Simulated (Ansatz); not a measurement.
**Relative energies of C2H8InN isomers**

2 of its isomers, all singlets with charge 0: A = `C[N](C)[InH2]`; B = `C[NH][InH][CH3]`.

Shapes, held fixed at every level: PBE0-D4/def2-TZVP. Flexible molecules stand in one conformer, not always the lowest. Programs: Ansatz 0.2.0.

Electronic energies in kJ/mol, without zero-point or thermal terms.

Q: From chemical knowledge, estimate the order of stability.

A: B < A in rising energy, over a span of 49 kJ/mol, by CCSD(T)/def2-TZVPP. All levels agree on that. The B − A difference spans -48.7 to -33.0 kJ/mol over the levels. For atoms past krypton def2 sets carry core potentials with scalar relativity. Correlated rows may include outer-core shells of In, which these sets cover unevenly.

```csv
level,kind,B − A
HF/def2-SVP,Hartree–Fock,-33.0
SPW92/def2-TZVPP,LDA,-34.0
PBE-D4/def2-TZVPP,GGA,-44.4
B3LYP-D4/def2-TZVPP,global hybrid,-44.8
wB97X-V/def2-TZVPP,range-separated hybrid,-45.3
MP2/def2-SVP,perturbation theory,-34.2
CCSD(T)/def2-TZVPP,coupled cluster or CI,-48.7
```
